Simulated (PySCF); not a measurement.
silyl(silyloxy)silane (H₈OSi₃), SMILES [SiH3]O[SiH2][SiH3].

Geometry optimised at TPSSh-D3(BJ)/def2-SVP. One conformer was computed; it need not be the lowest.

Two levels are set side by side: TDDFT-PBE/def2-SVPD (PySCF) and TDDFT-B3LYP/def2-SVPD (PySCF). Vertical, same geometry. The lowest singlet is HOMO→LUMO 98 % with PBE and HOMO→LUMO 98 % with the other functional; states are paired by order. Differences are taken from unrounded values.

```
quantity                               TDDFT-PBE
-------------------------------------  ---------
lowest singlet excitation (eV)              5.51
lowest triplet excitation (TDA) (eV)        5.06
first bright state (f over 0.05) (eV)       6.82
its oscillator strength                     0.10
```

### Question
These are the TDDFT-PBE values. What does TDDFT-B3LYP give? (An estimate is asked for; the answer gives what the named calculation found.)

### Answer

```json
[
 {"quantity": "lowest singlet excitation (eV)", "TDDFT-B3LYP": "6.03", "TDDFT-PBE minus TDDFT-B3LYP": "-0.52"},
 {"quantity": "lowest triplet excitation (TDA) (eV)", "TDDFT-B3LYP": "5.50", "TDDFT-PBE minus TDDFT-B3LYP": "-0.44"},
 {"quantity": "first bright state (f over 0.05) (eV)", "TDDFT-B3LYP": "7.36", "TDDFT-PBE minus TDDFT-B3LYP": "-0.54"},
 {"quantity": "its oscillator strength", "TDDFT-B3LYP": "0.26", "TDDFT-PBE minus TDDFT-B3LYP": "-0.16"}
]
```

A lower first singlet is the usual sign of a functional without exact exchange. Differences between two approximate levels are no errors against the true value.

Rough cost on one machine, each run with all the roots and properties that it gave: TDDFT-B3LYP against TDDFT-PBE about 3 times.
